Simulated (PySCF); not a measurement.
# Complete the spectrum of C5H4F3P

Compound: C5H4F3P.
SMILES: `C#CP(C)C(F)=C(F)F`

Level of theory: TDDFT PBE0/def2-SVPD, vertical, gas phase, core orbitals frozen in the response (PySCF 2.14.0, density-fitted response routines). Geometry: GFN2-xTB, one conformer, isolated molecule. Torsions of this conformer, `[CH:1]#[C:2][P:3]([CH3:4])[C:5]([F:6])=[C:7]([F:8])[F:9]`: C2–P3–C5–F6 131°.

Orbital energies (eV): HOMO-3 -9.53, HOMO-2 -8.57, HOMO-1 -7.94, HOMO -7.03, LUMO -0.55, LUMO+1 -0.25, LUMO+2 0.00.

Lowest singlets, with some entries withheld (?).

```tsv
state	E (eV)	f	main configurations (H = HOMO, L = LUMO)
S1	5.17	0.021	H→L (90%)
S2	5.51	0.032	H→L+1 (77%), H→L+2 (10%)
S3	5.83	0.0043	H-1→L (78%)
S4	?	?	?
S5	6.27	0.021	H-1→L+1 (46%), H-2→L (19%), H→L+3 (10%)
S6	6.47	0.0071	H→L+3 (34%), H-2→L+1 (15%), H→L+4 (12%)
S7	?	?	?
S8	6.74	0.013	H→L+4 (43%), H-2→L+1 (28%), H-2→L+2 (10%)
```

Q: Fill in the withheld entries.

A: 
- S4: E = 6.17 eV; f = 0.127; H→L+2 (64%), H-1→L+2 (10%)
- S7: E = 6.65 eV; f = 0.0016; H→L+3 (42%), H→L+4 (20%), H-2→L+1 (9%)

Q: Where do the lowest triplets lie (Tamm–Dancoff)?

A: T1 4.17 eV, H→L+1 (38%), H→L+2 (36%), H-1→L+2 (11%); T2 4.58 eV, H→L (82%); T3 4.76 eV, H→L+1 (38%), H→L+2 (22%), H-1→L+1 (18%). E(S1) − E(T1) = +1.00 eV.

Q: Which level carries the most intensity, and what share of the listed sum of f?

A: S4, with f = 0.127 of 0.228, 56%.

Q: What is the mean static polarisability from the same response equations?

A: 85.5 au (12.67 Å³), with principal values 64.5, 93.2 and 98.8 au.

Cost: about 1.8 min of CPU time on one thread; the machine was shared, so the figure is rough.
